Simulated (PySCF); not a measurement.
Te(Cl)(NH2) (ClH2NTe), SMILES Cl[Te]N. Coordinates come from a r2SCAN-D4/def2-TZVP optimisation. The def2 effective core potentials stand for the cores of Te; spin–orbit coupling is left out. Other conformers were not sampled.

These are r2SCAN-D4/def2-TZVP run with PySCF values and carry that method's errors.

Harmonic wavenumbers (cm⁻¹): 163, 338, 435, 508, 708, 932, 1570, 3514, 3626. Rotational constants (GHz): 9.424, 2.846, 2.213; symmetry number 1.

Q: Work out the zero-point energy and the ideal-gas rigid-rotor harmonic-oscillator thermochemistry at 298.15 K and 1 atm.

A: ZPE = ½ Σ hcν = ½ × 11794 cm⁻¹ = 16.86 kcal/mol. H − E(el) = 20.27 kcal/mol. Entropy in cal/(mol K): translation 41.45, rotation 26.10, vibration 5.65, total 73.20. G − E(el) = -1.56 kcal/mol. Cp = 15.39 cal/(mol K).
